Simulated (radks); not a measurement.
Fractional charge and spin in the 4s shell of arsenic: the spin-up occupation runs from 0 to 1 and the spin-down occupation from 0 to 1; the fullest corner is As+, [Ar] 3d10 4p(up 1, down 1) 4s(up 1, down 1). All-electron calculation, scalar-relativistic Kohn-Sham, r2SCAN, spin-polarised, spherical densities, finite nucleus; meta-GGA in the generalised Kohn-Sham scheme; Fermi nuclear charge, rms radius of each element as measured or else 0.836 A^(1/3) + 0.57 fm. Program: a radial shooting solver on a logarithmic mesh with Libxc functionals. Energy (eV) above the fullest corner. The planes named below are the two flat planes that join the four corners, with an edge along up + down = one added electron.

down \ up,0,0.5,1
0,69.527,47.790,28.628
0.5,47.790,29.222,13.132
1,28.628,13.132,0.000

Corners above the fullest one (they belong to As2+ and the next ion): (up 1, down 0) 28.628 eV, (up 0, down 1) 28.628 eV, (up 0, down 0) 69.527 eV. With half an added electron in each spin the energy lies 0.594 eV from the planes, and with half an added electron in spin up alone -1.287 eV. The planes are only a guide here: the flat-plane condition holds for ground states with one frontier orbital, while this shell lies below other occupied shells, so the corners above the fullest one are inner-hole states and not the ground states of those ions.
